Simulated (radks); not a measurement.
Results of a calculation; reference values are marked as such.
Charge is removed step by step from the 6s down level of Yb, starting from [Xe] 4f14 6s(up 1, down 1). Code: a radial shooting solver on a logarithmic mesh with Libxc functionals. Model: scalar-relativistic Kohn-Sham, PBEsol, spin-polarised, spherical densities, finite nucleus; Fermi nuclear charge, rms radius 5.3108 fm.

| removed (e) | E - E(0) (eV) | eigenvalue (eV) | E minus straight line (eV) |
|---|---|---|---|
| 0 | 0.000 | -3.937 | 0.000 |
| 0.125 | 0.528 | -4.519 | -0.259 |
| 0.25 | 1.129 | -5.107 | -0.446 |
| 0.375 | 1.804 | -5.699 | -0.558 |
| 0.5 | 2.554 | -6.294 | -0.597 |
| 0.625 | 3.377 | -6.891 | -0.561 |
| 0.75 | 4.276 | -7.493 | -0.450 |
| 0.875 | 5.250 | -8.109 | -0.263 |
| 1 | 6.301 | -8.657 | 0.000 |

Removing the whole electron costs 6.301 eV by Delta-SCF, against 3.937 eV from minus the eigenvalue at the starting occupation. Slater's transition state (half an electron removed) gives 6.294 eV. Integrating minus the eigenvalue over the occupation (Janak's theorem) gives 6.302 eV. In this scalar-relativistic scheme the density is built from large components alone, so the theorem holds only approximately. The mean slope of the eigenvalue, de/dn, is 4.72 eV per electron. Ionisation energy of Yb in the NIST Atomic Spectra Database: 6.254 eV (measured).
